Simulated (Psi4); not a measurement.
arsenic atom (As), quartet; WB97X-V/6-311G** in Psi4.

Psi4 was given this input:
```
memory 2 GB

molecule {
0 4
As    0.00000000    0.00000000    0.00000000
}

set {
  basis 6-311g**
  reference uks
}

energy('wb97x-v')
print_variables()
```

Task: Write the output that Psi4 gives for this input, abridged.

Result: 
```
   => Loading Basis Set <=

    Name: 6-311G**
    Role: ORBITAL
    Keyword: BASIS

         ---------------------------------------------------------
                                   SCF
               by Justin Turney, Rob Parrish, Andy Simmonett
                          and Daniel G. A. Smith
                              UKS Reference
         ---------------------------------------------------------

  ==> Geometry <==

    Molecular point group: d2h
    Geometry (in Angstrom), charge = 0, multiplicity = 4:

       Center              X                  Y                   Z               Mass
    ------------   -----------------  -----------------  -----------------  -----------------
         AS           0.000000000000     0.000000000000     0.000000000000    74.921594570000

  Running in d2h symmetry.

  Rotational constants: A = ************  B = ************  C = ************ [cm^-1]
  Rotational constants: A = ************  B = ************  C = ************ [MHz]
  Nuclear repulsion =    0.000000000000000

  Charge       = 0
  Multiplicity = 4
  Electrons    = 33
  Nalpha       = 18
  Nbeta        = 15

  ==> Algorithm <==

  SCF Algorithm Type is DF.
  DIIS enabled.
  MOM disabled.
  Fractional occupation disabled.
  Guess Type is CORE.
  Energy threshold   = 1.00e-06
  Density threshold  = 1.00e-06
  Integral threshold = 1.00e-12

  ==> Primary Basis <==

  Basis Set: 6-311G**
    Blend: 6-311G**
    Number of shells: 18
    Number of basis functions: 44
    Number of Cartesian functions: 47
    Spherical Harmonics?: true
    Max angular momentum: 2

  ==> DFT Potential <==

   => LibXC <=

    Version 7.1.2
    S. Lehtola, C. Steigemann, M. J. T. Oliveira, and M. A. L. Marques,  SoftwareX 7, 1–5 (2018) (10.1016/j.softx.2017.11.002)

   => Composite Functional: WB97X-V <=

    wB97X-V Hyb-GGA Exchange-Correlation Functional

    N. Mardirossian and M. Head-Gordon,  Phys. Chem. Chem. Phys. 16, 9904–9924 (2014) (10.1039/C3CP54374A)

    Deriv               =              1
    GGA                 =           TRUE
    Meta                =          FALSE

    Exchange Hybrid     =           TRUE
    MP2 Hybrid          =          FALSE

   => Exchange-Correlation Functionals <=

    1.0000   wB97X-V range-separated functional

   => Exact (HF) Exchange <=

    0.8330            HF,LR [omega = 0.3000]
    0.1670               HF

   => LibXC Density Thresholds  <==

    XC_HYB_GGA_XC_WB97X_V:  1.00E-14

   => VV10 Non-Local Parameters <=

    VV10 B              =     6.0000E+00
    VV10 C              =     1.0000E-02

   => Molecular Quadrature <=

    Radial Scheme          =       TREUTLER
    Pruning Scheme         =           NONE
    Nuclear Scheme         =       TREUTLER

    Blocking Scheme        =         OCTREE
    BS radius alpha        =              1
    Pruning alpha          =              1
    Radial Points          =             75
    Spherical Points       =            302
    Total Points           =          20386
    Total Blocks           =            212
    Max Points             =            256
    Max Functions          =             44
    Weights Tolerance      =       1.00E-15

   => Loading Basis Set <=

    Name: (6-311G** AUX)
    Role: JKFIT
    Keyword: DF_BASIS_SCF

  ==> Integral Setup <==

  SCF_SUBTYPE=INCORE selected. In-core MEM_DF algorithm will be used.
  Using in-core AOs.

  ==> MemDFJK: Density-Fitted J/K Matrices <==

    J tasked:                   Yes
    K tasked:                   Yes
    wK tasked:                  Yes
    Omega:                3.000E-01
    Algorithm:                 Core
    Schwarz Cutoff:           1E-12
    Mask sparsity (%):       0.0000
    Fitting Condition:        1E-10

   => Auxiliary Basis Set <=

  Basis Set: (6-311G** AUX)
    Blend: CC-PVTZ-JKFIT
    Number of shells: 51
    Number of basis functions: 207
    Number of Cartesian functions: 269
    Spherical Harmonics?: true
    Max angular momentum: 4

  Minimum eigenvalue in the overlap matrix is 1.2902619520E-02.
  Reciprocal condition number of the overlap matrix is 3.6977920453E-03.
    Using symmetric orthogonalization.

  ==> Pre-Iterations <==

  SCF Guess: Core (One-Electron) Hamiltonian.

   -------------------------------------------------------
    Irrep   Nso     Nmo     Nalpha   Nbeta   Ndocc  Nsocc
   -------------------------------------------------------
     Ag        14      14       6       6       6       0
     B1g        3       3       1       1       1       0
     B2g        3       3       1       1       1       0
     B3g        3       3       1       1       1       0
     Au         0       0       0       0       0       0
     B1u        7       7       3       2       2       1
     B2u        7       7       3       2       2       1
     B3u        7       7       3       2       2       1
   -------------------------------------------------------
    Total      44      44      18      15      15       3
   -------------------------------------------------------

  ==> Iterations <==

                           Total Energy        Delta E     RMS |[F,P]|

    Occupation by irrep:
             Ag   B1g   B2g   B3g    Au   B1u   B2u   B3u
    DOCC [     4,    0,    1,    1,    0,    3,    3,    3 ]
    SOCC [     2,    1,    0,    0,    0,    0,    0,    0 ]
    NA   [     6,    1,    1,    1,    0,    3,    3,    3 ]
    NB   [     4,    0,    1,    1,    0,    3,    3,    3 ]

   @DF-UKS iter   1: -2151.74332798615751   -2.15174e+03   3.12316e+00 ADIIS
    Occupation by irrep:
             Ag   B1g   B2g   B3g    Au   B1u   B2u   B3u
    DOCC [     6,    1,    1,    1,    0,    2,    2,    2 ]
    SOCC [     0,    0,    0,    0,    0,    1,    1,    1 ]
    NA   [     6,    1,    1,    1,    0,    3,    3,    3 ]
    NB   [     6,    1,    1,    1,    0,    2,    2,    2 ]

   @DF-UKS iter   2: -2116.18566414402585    3.55577e+01   1.26071e+00 ADIIS
   @DF-UKS iter   3: -2233.79485459583884   -1.17609e+02   1.83274e-01 ADIIS
   @DF-UKS iter   4: -2234.08290150023504   -2.88047e-01   1.93648e-01 ADIIS
   @DF-UKS iter   5: -2235.49673220612294   -1.41383e+00   4.28212e-02 DIIS/ADIIS
   @DF-UKS iter   6: -2235.54809582426560   -5.13636e-02   1.67372e-02 DIIS/ADIIS
   @DF-UKS iter   7: -2235.55767607205235   -9.58025e-03   2.52698e-03 DIIS/ADIIS
   @DF-UKS iter   8: -2235.55790742777708   -2.31356e-04   5.42285e-05 DIIS
   @DF-UKS iter   9: -2235.55790788502691   -4.57250e-07   8.74314e-06 DIIS
   @DF-UKS iter  10: -2235.55790790694437   -2.19175e-08   7.85125e-07 DIIS
  Energy and wave function converged.

  ==> Post-Iterations <==

   Electrons on quadrature grid:
      Nalpha   =   18.0000001639 ; deviation = 1.639e-07
      Nbeta    =   15.0000001639 ; deviation = 1.639e-07
      Ntotal   =   33.0000003279 ; deviation = 3.279e-07

   @Spin Contamination Metric:   4.005229994E-04
   @S^2 Expected:                3.750000000E+00
   @S^2 Observed:                3.750400523E+00
   @S   Expected:                1.500000000E+00
   @S   Observed:                1.500000000E+00

    Orbital Energies [Eh]
    ---------------------

    Alpha Occupied:

[...]
    Alpha Virtual:

[...]
    Beta Occupied:

[...]
    Beta Virtual:

[...]
    Final Occupation by Irrep:
             Ag   B1g   B2g   B3g    Au   B1u   B2u   B3u
    DOCC [     6,    1,    1,    1,    0,    2,    2,    2 ]
    SOCC [     0,    0,    0,    0,    0,    1,    1,    1 ]
    NA   [     6,    1,    1,    1,    0,    3,    3,    3 ]
    NB   [     6,    1,    1,    1,    0,    2,    2,    2 ]

  @DF-UKS Final Energy: -2235.55790790694437

   => Energetics <=

    Nuclear Repulsion Energy =              0.0000000000000000
    One-Electron Energy =               -3113.8246160901362600
    Two-Electron Energy =                 943.0017269730709586
    DFT Exchange-Correlation Energy =     -64.8754077621056098
    Empirical Dispersion Energy =           0.0000000000000000
    VV10 Nonlocal Energy =                  0.1403889722262261
    Total Energy =                      -2235.5579079069443651

  UHF NO Occupations:
  HONO-2 :    3B1u 1.0000000
  HONO-1 :    3B2u 1.0000000
  HONO-0 :    3B3u 1.0000000
  LUNO+0 :    7 Ag 0.0000343
  LUNO+1 :    2B1g 0.0000343
  LUNO+2 :    8 Ag 0.0000343
  LUNO+3 :    2B3g 0.0000343

Computation Completed

Properties will be evaluated at   0.000000,   0.000000,   0.000000 [a0]

Properties computed using the SCF density matrix

 Multipole Moments:

 ------------------------------------------------------------------------------------
     Multipole            Electronic (a.u.)      Nuclear  (a.u.)        Total (a.u.)
 ------------------------------------------------------------------------------------

 L = 1.  Multiply by 2.5417464519 to convert [e a0] to [Debye]
 Dipole X            :          0.0000000            0.0000000            0.0000000
 Dipole Y            :          0.0000000            0.0000000            0.0000000
 Dipole Z            :          0.0000000            0.0000000            0.0000000
 Magnitude           :                                                    0.0000000

 ------------------------------------------------------------------------------------

  Variable Map:
  ----------------------------------------------------------------------------
[...]
  Array Variable Map:
  ----------------------------------------------------------------------------
[...]
[...]
```
